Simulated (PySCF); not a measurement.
Input for PySCF: R-B3LYP/6-31G* on BH3 (SMILES B) with ghost functions, monomers drawn apart or pushed together.

```python
from pyscf import gto, scf, dft, mp
from pyscf.data.elements import chemcore

mol = gto.M(
    atom='''
    B    -0.36909182    0.18655702    0.06854439
    H     0.49231734   -0.27412389   -0.64166944
    H    -1.46553805   -0.26248684   -0.16558581
    H    -0.35145446    1.39341045    0.11158590
    ghost-C    0.52152313   -1.02972196    3.75946795
    ghost-C    0.19789907   -0.58799824    2.41863375
    ghost-N   -0.05741714   -0.23936137    1.36060042
    ghost-H    1.40688579   -1.66610175    3.73769803
    ghost-H    0.71941569   -0.16755160    4.39729387
    ghost-H   -0.31251119   -1.59564627    4.17592383
    ''',
    basis='6-31g*',
    cart=True,
    charge=0, spin=0, verbose=3, max_memory=1800)
mf = dft.RKS(mol, xc='b3lyp')
mf.conv_tol = 1e-8
mf.max_cycle = 100
mf.kernel()
if not mf.converged:
    mf = mf.newton().run(mf.mo_coeff, mf.mo_occ)
```

Output:

```
converged SCF energy = -26.5903071820376
```

Self-consistency was reached.

Cost: very roughly 1.5 core-seconds.
